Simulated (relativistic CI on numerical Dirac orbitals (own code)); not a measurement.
## What each ingredient does to the levels of Pb13+

Base calculation: Dirac-Coulomb-Breit CI, orbitals from a KLI potential per configuration, a model potential for QED, unscaled Slater integrals.

Configurations in the expansion (outside the closed core [Kr] 4d10): 4f14 5s2 5p6 5d, 4f14 5s2 5p6 5f, 4f14 5s2 5p5 5d2, 4f14 5s2 5p6 6s, 4f14 5s2 5p6 6p, 4f14 5s2 5p6 5g, 4f14 5s 5p6 5d2, 4f14 5s2 5p5 5d 5f, 4f14 5s2 5p6 6d, 4f14 5s2 5p6 7s, 4f14 5s2 5p5 5d 5g, 4f14 5s2 5p5 5d 6s, 4f14 5s 5p6 5d 5f, 4f14 5s2 5p6 7p, 4f14 5s2 5p6 6f, 4f13 5s2 5p6 5d2, 4f14 5s2 5p5 5d 6p, 4f14 5s2 5p6 7d, 4f14 5s 5p6 5d 5g, 4f14 5s2 5p6 8s, 4f14 5s2 5p6 8p, 4f14 5p6 5d3, 4f14 5p5 5d4. Double excitations out of closed p, d and f shells are left out; levels of such configurations are missing from the list, as are those of other unlisted configurations, and high levels can miss mixing partners. Some configurations lack a partner that the ground configuration has and come out too high, among them 4f14 5s2 5p5 5d 5f, 4f14 5s2 5p5 5d 5g, 4f14 5s2 5p5 5d 6s, 4f13 5s2 5p6 5d2, 4f14 5s2 5p5 5d 6p.

Variants: (1) QED terms removed; (2) non-relativistic limit. Shifts of the energy above 4f14 5s2 5p6 5d 2D_3/2, in cm⁻¹, for the lowest level and the first level of each name with at least 55 % of one term (blank where a level changes its place among those of its configuration and J or its character, or is not in the variant):

```
                     Level    Base   Δ(1)    Δ(2)
    4f14 5s2 5p6 5d 2D_3/2       0      0       0
    4f14 5s2 5p6 5d 2D_5/2   32521    -83  -32521
    4f14 5s2 5p6 6s 2S_1/2  442614  -1172  +97472
  4f14 5s2 5p5 5d2 4D°_1/2  518934   +402  -35459
  4f14 5s2 5p5 5d2 4D°_3/2  521104   +408  -37629
  4f14 5s2 5p5 5d2 4D°_7/2  556736   +329        
  4f14 5s2 5p5 5d2 4G°_9/2  558080   +338  -57105
 4f14 5s2 5p5 5d2 4G°_11/2  568270   +318  -67296
   4f14 5s2 5p6 6p 2P°_1/2  587668   -245  +82671
 4f14 5s2 5p5 5d2 2H°_11/2  597554   +281  -63476
  4f14 5s2 5p5 5d2 2G°_9/2  617164   +290        
  4f14 5s2 5p5 5d2 2P°_1/2  620909   +252  -90100
   4f14 5s2 5p6 6p 2P°_3/2  657867   -334  +12471
  4f14 5s2 5p5 5d2 2P°_3/2  659826   +260        
    4f14 5s2 5p6 6d 2D_3/2  879492   -171   +4008
    4f14 5s2 5p6 6d 2D_5/2  892673   -201   -9172
4f14 5s2 5p5 5d 6s 4P°_1/2  965868   -769  +80405
4f14 5s2 5p5 5d 6s 4P°_3/2  978645   -779  +67628
4f14 5s2 5p5 5d 6s 2P°_1/2  987205   -773  +71577
4f14 5s2 5p5 5d 6s 4F°_7/2  994512   -772  +67080
```

At this charge transitions that keep the count of f electrons are usually good to a few per cent. Terms inside the open d or f shell come out 10 to 20 % too wide with unscaled integrals. Levels and lines within the n = 5 or 6 shells can be off by up to 10 % or somewhat more, and those that change n by about 2 %, since core polarisation is missing. Levels that differ in their count of f electrons can be misplaced by several ten thousand cm⁻¹, since the correlation energy of f electrons is missing or only estimated; rates across such gaps can be off by orders of magnitude.

Ionisation energy from one configuration of each of the two ions, the ground ones as tabulated or assumed: base 245.252 eV. The NIST ASD value (semi-empirical) is 245.1 ± 2.2 eV.

LS names give the leading component of a level, which can be under half, so a name can repeat, a term be missing and a line seem to break the LS rules.
